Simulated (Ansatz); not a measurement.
Si₁₄H₂₂, a nanocrystal with a defect cut from the lattice of silicon (two caps of one atom removed). Total charge 0; triplet. Geometry PBE-D4/def2-SVP; atoms count from 1.

| atom | x (Å) | y (Å) | z (Å) |
| --- | --- | --- | --- |
| Si1 | 4.303 | -0.491 | -0.350 |
| Si2 | -2.834 | 1.064 | -3.295 |
| Si3 | 0.764 | 0.510 | -1.776 |
| Si4 | -1.612 | 3.071 | -0.364 |
| Si5 | -0.811 | 0.110 | 1.825 |
| Si6 | 2.720 | -0.893 | 3.269 |
| Si7 | -4.414 | 0.662 | 0.315 |
| Si8 | 2.364 | -1.198 | -1.483 |
| Si9 | 3.947 | 0.454 | 1.778 |
| Si10 | -1.067 | -0.445 | -2.911 |
| Si11 | -3.525 | 2.126 | -1.306 |
| Si12 | 0.631 | -1.638 | 2.479 |
| Si13 | -2.807 | -0.888 | 1.067 |
| Si14 | 0.086 | 1.579 | 0.213 |
| H15 | 5.238 | -1.667 | -0.196 |
| H16 | 4.995 | 0.536 | -1.212 |
| H17 | -3.983 | 0.345 | -3.963 |
| H18 | -2.341 | 2.137 | -4.234 |
| H19 | 1.362 | 1.577 | -2.664 |
| H20 | -1.135 | 0.942 | 3.043 |
| H21 | 3.564 | -2.092 | 3.630 |
| H22 | 2.482 | -0.101 | 4.532 |
| H23 | -5.624 | -0.074 | -0.212 |
| H24 | -4.847 | 1.499 | 1.493 |
| H25 | 2.767 | -1.689 | -2.854 |
| H26 | 1.728 | -2.352 | -0.754 |
| H27 | 5.303 | 0.699 | 2.398 |
| H28 | 3.268 | 1.791 | 1.629 |
| H29 | -0.567 | -0.959 | -4.240 |
| H30 | -1.566 | -1.630 | -2.127 |
| H31 | -4.531 | 3.204 | -1.626 |
| H32 | 0.820 | -2.583 | 1.322 |
| H33 | -0.052 | -2.404 | 3.589 |
| H34 | -2.481 | -1.864 | -0.033 |
| H35 | -3.391 | -1.677 | 2.214 |
| H36 | 1.246 | 2.337 | 0.805 |

Single mean-field runs in def2-TZVP are fitted with def2-universal-jkfit. At PBE0-D4/def2-TZVP a singlet of charge 0 lies 0.29 eV below the triplet, each at its own geometry.

(1) Estimate the Mulliken populations of the heavy atoms from the PBE0/def2-TZVP orbitals of Ansatz.

(2) Where does the spin sit?

(3) And the Mayer bond orders between bonded heavy atoms (over 0.3)?

## Answers

(1) 
```csv
atom,charge (e),spin (α − β)
Si1,0.00,0.00
Si2,0.00,0.04
Si3,0.02,0.04
Si4,-0.05,1.64
Si5,0.02,0.04
Si6,0.00,0.00
Si7,0.00,0.04
Si8,-0.02,0.03
Si9,-0.02,0.00
Si10,-0.01,0.00
Si11,-0.01,0.06
Si12,-0.02,0.03
Si13,-0.01,0.00
Si14,-0.02,0.06
```
Mulliken values and Mayer orders depend strongly on the basis.

(2) Summed by element: Si 1.96, H 0.04, of 2 unpaired in all. Largest on single atoms: Si4 1.64, Si11 0.06, Si14 0.06.

(3) Si1–Si8 0.95 (2.35 Å); Si1–Si9 0.95 (2.36 Å); Si2–Si10 0.95 (2.36 Å); Si2–Si11 0.93 (2.36 Å); Si3–Si8 0.93 (2.36 Å); Si3–Si10 0.94 (2.36 Å); Si3–Si14 0.92 (2.36 Å); Si4–Si11 1.01 (2.33 Å); Si4–Si14 1.00 (2.33 Å); Si5–Si12 0.93 (2.36 Å); Si5–Si13 0.94 (2.36 Å); Si5–Si14 0.92 (2.36 Å); Si6–Si9 0.95 (2.36 Å); Si6–Si12 0.95 (2.35 Å); Si7–Si11 0.93 (2.36 Å); Si7–Si13 0.95 (2.36 Å).
